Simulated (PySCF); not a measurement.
## Field gradients at the hydrogen positions

Species: C8H8.
Geometry (GFN2-xTB, Å), atoms numbered from 1 in this order:
```
atom  x, y, z in Å
C1    -2.124    1.791   -2.550
C2    -1.831    1.046   -1.661
C3    -1.438    0.168   -0.579
C4     0.008    0.447   -0.142
C5     0.428   -0.441    0.945
C6     0.148   -1.426    1.790
C7     1.480   -0.856    1.855
C8     2.691   -0.779    2.348
H9    -2.398    2.435   -3.330
H10   -1.529   -0.872   -0.907
H11   -2.113    0.317    0.269
H12    0.689    0.320   -0.991
H13    0.103    1.487    0.189
H14   -0.546   -2.137    2.167
H15    3.406   -0.064    1.977
H16    3.018   -1.427    3.144
```

Level: PBE0/pcSseg-1 (PySCF, non-relativistic); Q(2H) = 0.00286 b; rigid geometry, the same for H and D, with no vibrational averaging.

Task: Rank these positions by the coupling χzz of a deuteron there, largest first.
A. H14 (vinylic hydrogen)
B. H11 (methylene hydrogen)
C. H9 (alkyne hydrogen)
D. H15 (vinylic hydrogen)

Result: C (267 kHz), A (246 kHz), D (231 kHz), B (199 kHz).

Task: What are Vzz, η and χzz (234.96 MHz × Q × Vzz) at all hydrogens?

Result: 
| atom | bonded to | bond length (Å) | Vzz (au) | η | χzz (kHz) |
| --- | --- | --- | --- | --- | --- |
| H9 | C1 | 1.049 | 0.3980 | 0.00 | 267 |
| H10 | C3 | 1.094 | 0.2969 | 0.02 | 199 |
| H11 | C3 | 1.094 | 0.2967 | 0.02 | 199 |
| H12 | C4 | 1.095 | 0.2938 | 0.03 | 197 |
| H13 | C4 | 1.095 | 0.2941 | 0.03 | 198 |
| H14 | C6 | 1.063 | 0.3659 | 0.01 | 246 |
| H15 | C8 | 1.077 | 0.3441 | 0.09 | 231 |
| H16 | C8 | 1.077 | 0.3441 | 0.09 | 231 |

Task: How does χzz go with the bond length over the 8 C–H bonds?

Result: A straight-line fit has a slope of -15.2 kHz for each 0.01 Å, with a correlation coefficient of -0.99, over lengths from 1.049 to 1.095 Å. The longer bonds have the smaller couplings here.

One conformer (not necessarily the lowest) at the GFN2-xTB geometry, without solvent, vibrations or thermal averaging. GFN2-xTB bond lengths can be off by several hundredths of an ångström, more for odd bonds, and the gradients follow them. The small basis limits the accuracy of the gradients.
